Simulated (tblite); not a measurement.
Species: C2H10Ge2O2.
Atom-mapped SMILES: `[GeH3:1][CH2:2][O:3][CH2:4][O:5][GeH3:6]` (hydrogens: H7, H8, H9 on Ge1; H10, H11 on C2; H12, H13 on C4; H14, H15, H16 on Ge6)

Computed with GFN2-xTB (tblite), gas phase: L-BFGS steps from a force-field or distance-geometry start until the largest atomic force falls under 0.01 eV/Å.

Step 88: E = -581.2805 eV
```
atom  x, y, z in Å  |  force x, y, z in eV/Å
Ge1     2.6505    0.1241    0.3561    0.010   0.025  -0.023
C2      1.0163   -0.3069   -0.7084    0.031   0.034   0.014
O3     -0.1998    0.1009   -0.1192   -0.012  -0.023  -0.042
C4     -0.6311   -0.6839    0.9584    0.002   0.005  -0.026
O5     -1.9567   -0.4235    1.1756   -0.009   0.052   0.013
Ge6    -2.7563    0.7477    0.0994    0.005   0.018   0.042
H7      3.7285   -0.8685    0.0533   -0.008   0.008   0.009
H8      2.4336    0.1306    1.8293    0.007  -0.024   0.037
H9      3.1567    1.4759   -0.0190    0.018   0.035   0.023
H10     1.0747    0.2404   -1.6521   -0.016  -0.056  -0.014
H11     0.9830   -1.3802   -0.9388   -0.044   0.013  -0.007
H12    -0.4858   -1.7535    0.7223    0.003  -0.030   0.003
H13    -0.0435   -0.4476    1.8647   -0.004  -0.014   0.001
H14    -2.7245    0.2647   -1.3206   -0.045   0.000   0.027
H15    -2.1341    2.1038    0.2405    0.005  -0.026  -0.004
H16    -4.1192    0.6847    0.7143    0.058  -0.016  -0.050
```

Step 89: E = -581.2817 eV
```
atom  x, y, z in Å  |  force x, y, z in eV/Å
Ge1     2.6492    0.1310    0.3565    0.029   0.025  -0.030
C2      1.0156   -0.3135   -0.7016    0.036   0.034  -0.002
O3     -0.2014    0.0949   -0.1167   -0.021  -0.016  -0.038
C4     -0.6371   -0.6915    0.9573   -0.008  -0.007  -0.017
O5     -1.9607   -0.4218    1.1776    0.004   0.061   0.024
Ge6    -2.7520    0.7551    0.1002    0.050  -0.008   0.004
H7      3.7362   -0.8480    0.0400   -0.013   0.012   0.014
H8      2.4445    0.1300    1.8310    0.004  -0.026   0.046
H9      3.1384    1.4900   -0.0182    0.012   0.026   0.027
H10     1.0733    0.2320   -1.6459   -0.012  -0.062  -0.037
H11     0.9847   -1.3880   -0.9291   -0.041   0.028  -0.003
H12    -0.5019   -1.7609    0.7140    0.007  -0.030   0.012
H13    -0.0442   -0.4653    1.8634   -0.020  -0.017  -0.004
H14    -2.7229    0.2601   -1.3170   -0.043   0.019   0.033
H15    -2.1138    2.1046    0.2368   -0.011  -0.032  -0.006
H16    -4.1156    0.7001    0.7077    0.027  -0.007  -0.022
```

Step 90: E = -581.2829 eV
```
atom  x, y, z in Å  |  force x, y, z in eV/Å
Ge1     2.6467    0.1412    0.3547    0.041   0.024  -0.019
C2      1.0151   -0.3240   -0.6947    0.022   0.026  -0.024
O3     -0.2033    0.0852   -0.1142   -0.029  -0.007  -0.027
C4     -0.6442   -0.7016    0.9566   -0.013  -0.019  -0.003
O5     -1.9654   -0.4211    1.1794    0.020   0.052   0.030
Ge6    -2.7429    0.7641    0.1013    0.077  -0.024  -0.030
H7      3.7452   -0.8208    0.0267   -0.010   0.011   0.015
H8      2.4527    0.1316    1.8309    0.002  -0.025   0.042
H9      3.1134    1.5087   -0.0202    0.005   0.017   0.031
H10     1.0692    0.2149   -1.6425   -0.002  -0.054  -0.063
H11     0.9853   -1.4000   -0.9163   -0.024   0.033   0.009
H12    -0.5187   -1.7714    0.7079    0.005  -0.021   0.017
H13    -0.0472   -0.4852    1.8628   -0.027  -0.018  -0.007
H14    -2.7142    0.2661   -1.3147   -0.036   0.028   0.028
H15    -2.0897    2.1051    0.2431   -0.021  -0.025  -0.008
H16    -4.1097    0.7160    0.6951   -0.010   0.002   0.011
```

**Question.** Estimate the geometry and energy of step 91. (The exact step hangs on the optimiser's Hessian estimate; all steps are aligned on step 90, rigid shifts and turns removed.)

**Answer.** E = -581.2840 eV, largest force 0.087 eV/Å
```
atom  x, y, z in Å  |  force x, y, z in eV/Å
Ge1     2.6438    0.1534    0.3514    0.039   0.019  -0.002
C2      1.0147   -0.3370   -0.6885   -0.003   0.015  -0.046
O3     -0.2051    0.0731   -0.1115   -0.029  -0.003  -0.016
C4     -0.6516   -0.7139    0.9565   -0.012  -0.022   0.008
O5     -1.9704   -0.4219    1.1803    0.033   0.031   0.026
Ge6    -2.7304    0.7735    0.1020    0.071  -0.025  -0.044
H7      3.7559   -0.7891    0.0142   -0.005   0.008   0.012
H8      2.4589    0.1348    1.8299    0.002  -0.021   0.024
H9      3.0840    1.5299   -0.0245    0.000   0.008   0.036
H10     1.0628    0.1910   -1.6425    0.010  -0.044  -0.073
H11     0.9854   -1.4151   -0.9007    0.000   0.034   0.022
H12    -0.5341   -1.7841    0.7041   -0.004  -0.010   0.019
H13    -0.0528   -0.5059    1.8635   -0.023  -0.016  -0.006
H14    -2.7011    0.2821   -1.3158   -0.026   0.028   0.018
H15    -2.0652    2.1058    0.2574   -0.022  -0.011  -0.011
H16    -4.1024    0.7323    0.6801   -0.031   0.008   0.033
```

The energy changes by -0.0011 eV. The first-order estimate −F·Δx gives -0.0015 eV and the mean of the old and new forces, exact on a quadratic surface, -0.0011 eV. The step makes an angle of 85° with the force vector and moves no atom by more than 0.036 Å.

The cost below is that of the whole relaxation. Time: 2.1 s. Hardware: Arm Neoverse N1, one thread, on a shared host.
